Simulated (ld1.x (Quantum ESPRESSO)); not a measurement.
# C (Z = 6): excitation energies, all-electron against ultrasoft

- Element: carbon
- Generator: ld1.x (Quantum ESPRESSO) 7.5
- Type: ultrasoft
- Functional: PBE
- Relativity: non-relativistic
- Frozen core: [He]
- Valence charge: 4
- Reference configuration: 2s1 2p3
- Partial waves: 2s (bound): rcut 0.95, rcutus 1.25 bohr; 2s channel at 2.6 Ry: rcut 0.95, rcutus 1.25 bohr; 2p (bound): rcut 1.90, rcutus 2.45 bohr; 2p channel at 2.25 Ry: rcut 1.90, rcutus 2.45 bohr; 3d channel at 0.2 Ry: rcut 1.75, rcutus 1.90 bohr; 3d channel at 0.7 Ry: rcut 1.75, rcutus 1.90 bohr
- Local potential: all-electron potential smoothed inside 1.65 bohr (lloc = -1)
- Core correction: a·sin(br)/r model core inside 1.15 bohr
- Augmentation charge: PSQ, radius 0.90 bohr

Energies are relative to the spin-unpolarised reference configuration 2s1 2p3; without spin polarisation the order of configurations can differ from experiment.

```csv
valence configuration,charge,ΔE all-electron (eV),error AE − PS (meV)
2s2 2p2,0,-8.463,+5.9
2s2 2p1,+1,2.402,+29
2s1 2p0,+3,74.735,+294
2s2 2p1.5,+0.5,-4.498,+13
2s0 2p4,0,8.482,+8.6
2s2 2p2.3,-0.3,-9.622,+4.5
```

What are ΔE and the potential's error for 2s2 2p0?

ΔE = 26.562 eV all-electron; the error (AE − PS) is +155 meV.
